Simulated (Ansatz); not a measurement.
Reaction (redistribution): `BCBO` + `FC([SiH3])Cl` → `OBC(F)[SiH3]` + `BCCl`

Isolated molecules relaxed with PBE0-D4/def2-TZVP in Ansatz; ΔE leaves out vibrations. CCSD(T)/CBS adds triple-zeta CCSD(T) − MP2 to the extrapolated MP2 energy (def2 sets, frozen cores). Functionals use def2-TZVPP. Each species was taken in one conformer, which may not be the lowest.

```
             level  ΔE (kJ/mol)  difference from CCSD(T)/CBS
           PBE0-D4         24.0                         -0.1
           ωB97M-V         22.6                         -1.5
               PBE         27.5                          3.4
            r2SCAN         27.3                          3.2
              PBE0         24.1                          0.0
    MP2/def2-TZVPP         27.4                          3.3
   CCSD/def2-TZVPP         21.1                         -3.0
CCSD(T)/def2-TZVPP         24.0                         -0.1
     HF/def2-QZVPP         11.8                        -12.3
SCS-MP2/def2-QZVPP         23.7                         -0.4
       CCSD(T)/CBS         24.1                            0
```

Largest T1 diagnostic among the species: 0.013.

From PBE to PBE0 (25 % exact exchange), in def2-TZVPP and without D4, ΔE moves by −3.4 kJ/mol. In def2-TZVPP, CCSD(T) changes the Hartree–Fock value by +12.8 kJ/mol (the triples alone add +2.9 kJ/mol) and MP2 by +16.2 kJ/mol.
